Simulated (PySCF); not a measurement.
Compound: C₃H₉F₂PSi.
Atom-mapped SMILES: `[CH3:1][Si:2]([CH3:3])([CH3:4])[P:5]([F:6])[F:7]` (hydrogens: H8, H9, H10 on C1; H11, H12, H13 on C3; H14, H15, H16 on C4)

The same species was optimised twice, with GFN2-xTB and with PBE0-D3(BJ)/def2-SVP (PySCF), and the same property calculations (PySCF, gas phase) were run on both structures.

```json
{"coordinate": "Si2–C4 (Å)", "GFN2-xTB": "1.909", "PBE0-D3(BJ)/def2-SVP": "1.874", "change": "-0.035"}
{"coordinate": "C1–Si2 (Å)", "GFN2-xTB": "1.907", "PBE0-D3(BJ)/def2-SVP": "1.878", "change": "-0.029"}
{"coordinate": "Si2–C3 (Å)", "GFN2-xTB": "1.907", "PBE0-D3(BJ)/def2-SVP": "1.879", "change": "-0.028"}
{"coordinate": "Si2–P5 (Å)", "GFN2-xTB": "2.324", "PBE0-D3(BJ)/def2-SVP": "2.305", "change": "-0.019"}
{"coordinate": "P5–F7 (Å)", "GFN2-xTB": "1.637", "PBE0-D3(BJ)/def2-SVP": "1.636", "change": "-0.001"}
{"coordinate": "P5–F6 (Å)", "GFN2-xTB": "1.637", "PBE0-D3(BJ)/def2-SVP": "1.636", "change": "-0.001"}
{"coordinate": "C4–Si2–P5 (°)", "GFN2-xTB": "109.1", "PBE0-D3(BJ)/def2-SVP": "104.5", "change": "-4.6"}
{"coordinate": "F6–P5–F7 (°)", "GFN2-xTB": "93.9", "PBE0-D3(BJ)/def2-SVP": "98.4", "change": "+4.5"}
{"coordinate": "C1–Si2–P5 (°)", "GFN2-xTB": "105.7", "PBE0-D3(BJ)/def2-SVP": "107.9", "change": "+2.2"}
{"coordinate": "C3–Si2–P5 (°)", "GFN2-xTB": "105.7", "PBE0-D3(BJ)/def2-SVP": "107.8", "change": "+2.1"}
{"coordinate": "Si2–P5–F7 (°)", "GFN2-xTB": "94.9", "PBE0-D3(BJ)/def2-SVP": "94.2", "change": "-0.7"}
{"coordinate": "Si2–P5–F6 (°)", "GFN2-xTB": "94.9", "PBE0-D3(BJ)/def2-SVP": "94.3", "change": "-0.6"}
{"coordinate": "C1–Si2–C3 (°)", "GFN2-xTB": "111.6", "PBE0-D3(BJ)/def2-SVP": "112.1", "change": "+0.5"}
{"coordinate": "C1–Si2–C4 (°)", "GFN2-xTB": "112.2", "PBE0-D3(BJ)/def2-SVP": "112.0", "change": "-0.2"}
{"coordinate": "C1–Si2–P5–F6 (°)", "GFN2-xTB": "-73", "PBE0-D3(BJ)/def2-SVP": "-70", "change": "+3"}
```

Rotational constants: A = 2127, B = 1264, C = 1151 MHz (GFN2-xTB) against A = 2167, B = 1312, C = 1166 MHz (PBE0-D3(BJ)/def2-SVP). Point groups within 0.08 Å: Cs and Cs.

On the GFN2-xTB structure: lowest singlet, TDDFT (eV) 4.39 [CAM-B3LYP/def2-SVPD]; lowest triplet, Tamm–Dancoff (eV) 3.58 [CAM-B3LYP/def2-SVPD]; isotropic polarisability (au) 89.7 [CAM-B3LYP/def2-SVPD]; HOMO (eV) -8.18 [CAM-B3LYP/def2-SVPD]; LUMO (eV) 0.17 [CAM-B3LYP/def2-SVPD]; dipole (D) 3.03 [CAM-B3LYP/def2-SVPD]; HOMO (eV) -6.82 [PBE0/pcSseg-1]; LUMO (eV) -0.76 [PBE0/pcSseg-1]; dipole (D) 2.93 [PBE0/pcSseg-1]; GIAO shielding of C1/C3/C4 (mean) (ppm) 191.5 [PBE0/pcSseg-1]; GIAO shielding of Si2 (ppm) 344.1 [PBE0/pcSseg-1]; GIAO shielding of P5 (ppm) -65.4 [PBE0/pcSseg-1]; GIAO shielding of F6/F7 (mean) (ppm) 334.9 [PBE0/pcSseg-1].

**Question.** What do these properties become on the PBE0-D3(BJ)/def2-SVP structure?

**Answer.** 
```csv
property,level,on GFN2-xTB,on PBE0-D3(BJ)/def2-SVP,change
"lowest singlet, TDDFT (eV)",CAM-B3LYP/def2-SVPD,4.39,4.56,+0.17
"lowest triplet, Tamm–Dancoff (eV)",CAM-B3LYP/def2-SVPD,3.58,3.74,+0.16
isotropic polarisability (au),CAM-B3LYP/def2-SVPD,89.7,89.2,-0.5
HOMO (eV),CAM-B3LYP/def2-SVPD,-8.18,-8.12,+0.06
LUMO (eV),CAM-B3LYP/def2-SVPD,0.17,0.38,+0.21
dipole (D),CAM-B3LYP/def2-SVPD,3.03,2.98,-0.05
"energy, GFN2-xTB geometry as zero (kcal/mol)",CAM-B3LYP/def2-SVPD,0.0,-1.6,-1.6
HOMO (eV),PBE0/pcSseg-1,-6.82,-6.75,+0.07
LUMO (eV),PBE0/pcSseg-1,-0.76,-0.53,+0.23
dipole (D),PBE0/pcSseg-1,2.93,2.88,-0.05
"energy, GFN2-xTB geometry as zero (kcal/mol)",PBE0/pcSseg-1,0.0,-1.6,-1.6
GIAO shielding of C1/C3/C4 (mean) (ppm),PBE0/pcSseg-1,191.5,190.0,-1.5
GIAO shielding of Si2 (ppm),PBE0/pcSseg-1,344.1,346.9,+2.8
GIAO shielding of P5 (ppm),PBE0/pcSseg-1,-65.4,-54.5,+10.9
GIAO shielding of F6/F7 (mean) (ppm),PBE0/pcSseg-1,334.9,335.3,+0.4
```

The heavy atoms differ by 0.065 Å rms after alignment. Among bonds between heavy atoms Si2–C4 changes most (-0.035 Å). Changes are differences of the printed values. Neither structure is proved a minimum here.

Shape of the structure used: `[CH3:1][Si:2]([CH3:3])([CH3:4])[P:5]([F:6])[F:7]`: C1–Si2–P5–F6 -70°.
